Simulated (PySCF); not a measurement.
Species: C7H11BO2.
Geometry (PBE0-D3(BJ)/def2-SVP, Å), atoms numbered from 1 in this order:
```xyz
21
C7H11BO2 angstrom
C      2.8587   -1.8814    0.3988
C      2.1079   -0.7788    0.2287
C      2.7190    0.5657   -0.0308
C      0.6510   -0.8803    0.3038
C     -0.2165    0.1298    0.1404
C     -1.6974   -0.0295    0.1938
C     -2.4115    0.2907   -1.1466
O     -3.3965    1.2592   -0.8328
B     -3.2559    1.5910    0.4794
O     -2.2748    0.8979    1.1172
H      2.3969   -2.8539    0.5905
H      3.9499   -1.8444    0.3539
H      2.4257    1.2886    0.7477
H      2.3780    0.9768   -0.9947
H      3.8154    0.5090   -0.0509
H      0.2537   -1.8805    0.5161
H      0.1382    1.1467   -0.0628
H     -1.9411   -1.0497    0.5356
H     -1.7131    0.7034   -1.8933
H     -2.8886   -0.6000   -1.5833
H     -3.9336    2.4187    1.0230
```

The closed-shell ground state was solved at several levels (PySCF, density fitting, gas phase, non-relativistic).

```tsv
level	basis functions	total energy (Eh)	HOMO (eV)	LUMO (eV)	gap (eV)	dipole (D)
B3LYP/pcSseg-1	225	-448.6803	-6.66	-1.27	5.39	2.56
B3LYP/def2-SVPD	294	-448.4206	-6.69	-1.32	5.37	2.45
```

Estimate the row for PBE0/pcSseg-1, a basis of 225 functions; the other rows only guide the guess.

Total energy -448.1360 Eh, HOMO -6.88 eV, LUMO -1.09 eV, gap 5.79 eV, dipole 2.57 D.

Over all these levels, which gives the widest orbital gap and which the narrowest?

PBE0/pcSseg-1 (global hybrid, 25 % exact exchange) has the widest, 5.79 eV, and B3LYP/def2-SVPD (global hybrid, 20 % exact exchange) the narrowest, 5.37 eV. Functional and basis both differ between the two, so the spread mixes both effects.

How far do the dipole and the HOMO energy spread over the levels?

The dipole runs from 2.45 to 2.57 D (mean 2.53 D) and the HOMO from -6.88 to -6.66 eV.

One conformer stands for the species.
